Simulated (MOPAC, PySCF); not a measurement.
C6H5F3OSi, SMILES `C1=C([SiH2]C=C1C=O)C(F)(F)F` (O–C–C–C torsion 180°), neutral singlet in the gas phase. 

Cartesian coordinates (Å):
```xyz
16

O      3.1238     1.4617     0.3123
C      2.8087     0.3180     0.0810
C      1.4027    -0.1453    -0.0207
C      1.0601    -1.4333    -0.2813
Si    -0.8235    -1.5252    -0.3112
C     -0.9590     0.3205     0.0585
C     -2.1957     1.1382     0.2151
F     -2.9507     1.0923    -0.9019
F     -1.9434     2.4306     0.4762
F     -2.9637     0.6665     1.2190
C      0.2898     0.8195     0.1662
H      3.5754    -0.4833    -0.0753
H      1.8175    -2.2072    -0.4320
H     -1.3888    -2.3994     0.7520
H     -1.3743    -1.9201    -1.6359
H      0.5211     1.8666     0.3779
```
Charge 0, multiplicity 1.

All levels are single points at this geometry (B3LYP-D3(BJ)/def2-SVP); Pople sets use spherical d functions. Orbital energies aren't observables, and empty levels follow the basis.

PBE/6-31G* in PySCF gives gap (eV) = 2.50.

Question: Estimate the gap (eV) from each of these levels: B3LYP-D3(BJ)/def2-TZVP in PySCF; PBE-D3(BJ)/def2-TZVP in PySCF; B3LYP/3-21G in PySCF; B3LYP/6-311+G** in PySCF; BP86/6-31G* in PySCF; M06-2X/6-31G* in PySCF; SVWN5/6-31G* in PySCF; HF/STO-3G in PySCF; AM1 in MOPAC; PM3 in MOPAC; PM6 in MOPAC; PM7 in MOPAC.

Answer: 
```json
[
 {"level": "B3LYP-D3(BJ)/def2-TZVP in PySCF", "gap (eV)": "4.52"},
 {"level": "PBE-D3(BJ)/def2-TZVP in PySCF", "gap (eV)": "2.50"},
 {"level": "B3LYP/3-21G in PySCF", "gap (eV)": "4.57"},
 {"level": "B3LYP/6-311+G** in PySCF", "gap (eV)": "4.54"},
 {"level": "BP86/6-31G* in PySCF", "gap (eV)": "2.53"},
 {"level": "M06-2X/6-31G* in PySCF", "gap (eV)": "6.98"},
 {"level": "SVWN5/6-31G* in PySCF", "gap (eV)": "2.42"},
 {"level": "HF/STO-3G in PySCF", "gap (eV)": "12.40"},
 {"level": "AM1 in MOPAC", "gap (eV)": "9.25"},
 {"level": "PM3 in MOPAC", "gap (eV)": "9.17"},
 {"level": "PM6 in MOPAC", "gap (eV)": "8.94"},
 {"level": "PM7 in MOPAC", "gap (eV)": "9.23"}
]
```
